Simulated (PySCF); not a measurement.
C4H11FSi, SMILES CCC[C@@H](F)[SiH3]. Coordinates come from a r2SCAN-D4/def2-SVP optimisation. The structure was generated by enumeration; whether it is a known compound was not checked. Other conformers were not sampled.

Computed equilibrium geometry at r2SCAN-D4/def2-SVP (PySCF confirms it by a frequency run) as a Z-matrix (one conformer of several):
```
C
H 1 1.1063
H 1 1.1065 2 106.30
C 1 1.5183 2 109.04 3 -116.65
H 4 1.1089 1 109.40 2 -179.80
F 4 1.4090 5 106.64 1 -117.63
C 1 1.5284 2 109.57 3 119.01
H 7 1.1030 1 108.30 2 66.78
H 7 1.1059 8 106.11 1 -116.89
C 7 1.5234 8 110.24 9 -119.10
H 10 1.1010 7 111.52 8 58.58
H 10 1.1026 11 107.56 7 122.13
H 10 1.1029 11 107.61 12 115.41
Si 4 1.9087 5 110.07 6 -114.99
H 14 1.4910 4 109.46 5 58.45
H 14 1.4922 15 109.66 4 -119.43
H 14 1.4955 15 109.46 16 -120.10
```
Charge 0, spin multiplicity 1.
